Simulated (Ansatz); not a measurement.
CH₁₂OSi₄, SMILES O[Si@H](C[SiH3])[SiH2][SiH3].

Geometry: PBE0-D3(BJ)/def2-SVP. The structure was generated by enumeration; whether it is a known compound was not checked. Other conformers were not sampled.

Two levels are set side by side: PBE/def2-SVPD (Ansatz, an electronic-structure program) and CAM-B3LYP/def2-SVPD (Ansatz). Energy differences of separate SCF runs at the same geometry; the states with an electron removed or added have multiplicity 2 and 2. Differences are taken from unrounded values.

```csv
quantity,PBE
vertical ionisation energy (eV),9.15
vertical singlet–triplet gap (eV),5.16
```

### Question
These are the PBE values. What does CAM-B3LYP give? (Estimate from the structure and the level; the computed values follow.)

### Answer

```csv
quantity,CAM-B3LYP,PBE minus CAM-B3LYP
vertical ionisation energy (eV),9.62,-0.47
vertical singlet–triplet gap (eV),5.84,-0.68
```
